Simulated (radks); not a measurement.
The numbers below are computed, except where a source is named.
Problem. Radial electron density D(r) = 4 pi r^2 rho(r) of an atom or ion with 10 electrons. Code: a radial shooting solver on a logarithmic mesh with Libxc functionals. Model: non-relativistic Kohn-Sham, BLYP, spin-polarised, spherical densities, point nucleus.

```
   r/bohr * D(r) (the largest magnitude, 24.9, reaches the edge; | marks zero)
 0.003336 | *
 0.004173 | *
 0.005263 |   *
 0.006584 |     *
 0.008237 |       *
  0.01031 |           *
  0.01289 |                *
  0.01613 |                      *
  0.02034 |                             *
  0.02545 |                                     *
  0.03184 |                                             *
  0.03983 |                                                   *
  0.04983 |                                                     *
  0.06234 |                                                   *
  0.07799 |                                              *
  0.09836 |                                        *
   0.1231 |                                      *
    0.154 |                                          *
   0.1926 |                                                 *
    0.241 |                                                      *
   0.3015 |                                                 *
   0.3802 |                                   *
   0.4756 |                  *
    0.595 |      *
   0.7444 | *
   0.9314 *
    1.165 *
    1.469 *
```

What is the nuclear charge?

Solution. Z = 21. The innermost maximum, from 1s, lies near 1/Z = 0.0476 bohr (found: 0.0506), and its height grows with Z. The density is that of the scandium ion Sc11+ in [Ne]; the configuration itself is not fixed sharply by these data, and Z only to about a unit. D(r) has 2 maxima, at r = 0.0506, 0.245 bohr, and minima at 0.119 bohr, inside which lie 2.17 electrons.
